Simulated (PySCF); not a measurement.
CH3Be, SMILES [Be][CH3], multiplicity 2. Geometry optimised at TPSSh-D3(BJ)/def2-TZVPD. The multiplicity is an assumed one; other spin states were not compared. The isomer is the one that the SMILES or the coordinates give; other isomers of the formula were not compared.

The numbers are results of TPSSh-D3(BJ)/def2-TZVPD in PySCF 2.14.0, not measurements.

Harmonic wavenumbers (cm⁻¹): 573, 573, 850, 1218, 1443, 1443, 2994, 3065, 3065. Rotational constants (GHz): 160.3, 25.57, 25.57; symmetry number 3.

### Question
Work out the zero-point energy and the ideal-gas rigid-rotor harmonic-oscillator thermochemistry at 298.15 K and 1 atm.

### Answer
ZPE = ½ Σ hcν = ½ × 15223 cm⁻¹ = 91.05 kJ/mol. H − E(el) = 102.14 kJ/mol. Entropy in J/(mol K): translation 148.41, rotation 68.97, vibration 5.18, spin 5.76, total 228.31. G − E(el) = 34.06 kJ/mol. Cp = 46.35 J/(mol K).
